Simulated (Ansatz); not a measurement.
Ideal-gas functions of `[OH][Sn]([OH])([OH])[Cl]` at 500 K and 1 bar, from an Ansatz frequency run at PBE0-D4/def2-TZVP.

Molar mass 205.18 g/mol, point group C1 (symmetry number 1), electronic degeneracy 1, moments of inertia 174.41, 282.61, 294.251 u Å². Harmonic wavenumbers (cm⁻¹, unscaled): 83, 119, 152, 161, 169, 181, 187, 230, 385, 641, 656, 666, 861, 870, 887, 3871, 3879, 3881.

Use S(trans) = R[1.5 ln M + 2.5 ln T − 1.1517]; rotational temperatures θ = 24.2544 K / I; S(rot) = R[ln(√π/σ · √(T³/θAθBθC)) + 1.5]; for each mode x = 1.438777 ν̃/T, S = R[x/(eˣ − 1) − ln(1 − e⁻ˣ)] and H = RT x/(eˣ − 1); 1 cm⁻¹ = 0.0119627 kJ/mol; R = 8.31446 J/(mol·K).

Problem. By hand: the entropy, in J/(mol·K).

Solution. Translation 186.0. Rotation: θ = 0.1391, 0.0858, 0.0824 K, giving 123.5. Vibration, mode by mode: 20.24, 17.27, 15.26, 14.79, 14.39, 13.83, 13.57, 11.90, 7.88, 4.31, 4.17, 4.07, 2.62, 2.56, 2.47, 0.00, 0.00, 0.00, in all 149.3. Electronic 0.0. Sum 458.8 J/(mol·K).

Problem. By hand: H − E and G − E in kJ/mol, counted from the electronic energy.

Solution. Zero-point energy ½ × 17879 × 0.0119627 = 106.9; thermal vibration 35.5; translation, rotation and pV give 4 RT = 16.6. H − E = 159.0 kJ/mol, and G − E = 159.0 − 500 × 458.8/1000 = -70.4 kJ/mol.

Vibration gives 33 % of the entropy, 37.5 J/(mol·K) of it from the modes under 150 cm⁻¹: soft modes count most, and the harmonic formula is weakest for them. The sum counts one conformer and one mirror image; others add a mixing term.
